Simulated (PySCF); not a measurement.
Species: (ClCd-mu-F)2 (singlet state).
Bonds: Cd1–Cl2, Cd1–F3, Cd1–F6, F3–Cd4, Cd4–Cl5, Cd4–F6.

Method: PBE0-D3(BJ)/def2-SVP geometry optimisation, gas phase, def2 core potentials past Kr (PySCF 2.14.0).

(1) Give the optimised bond lengths and angles.

## Answers

(1) 
```tsv
bond	length (bohr)
Cd1–Cl2, Cd4–Cl5	4.319
Cd1–F3 and 3 like bonds	4.002
```

Bonds in one row agree within 0.02 bohr and their mean is given. A selection of angles:
```tsv
angle	degrees
Cl2–Cd1–F3	141.5
F3–Cd1–F6	76.6
Cd1–F3–Cd4	103.0
```

Torsions: Cl2–Cd1–F3–Cd4 167° (antiperiplanar); Cl2–Cd1–F6–Cd4 -167° (antiperiplanar); Cd1–F3–Cd4–Cl5 -166° (antiperiplanar); F3–Cd4–F6–Cd1 -7° (synperiplanar).

Cd1 (cadmium bonded to Cl and 2 F) is planar (angles 141.6°, 141.5° and 76.6°, sum 359.6°, 0.07 Å off the plane of its three neighbours). All 4 Cd–F bonds measure 2.116 to 2.120 Å.

Point group: C2v (tolerance 0.08 Å). Not checked by PBE0-D3(BJ)/def2-SVP frequencies.

The run took 3.8 min of wall time on one thread of an Arm Neoverse V1, on a shared host. This is the geometry optimisation.
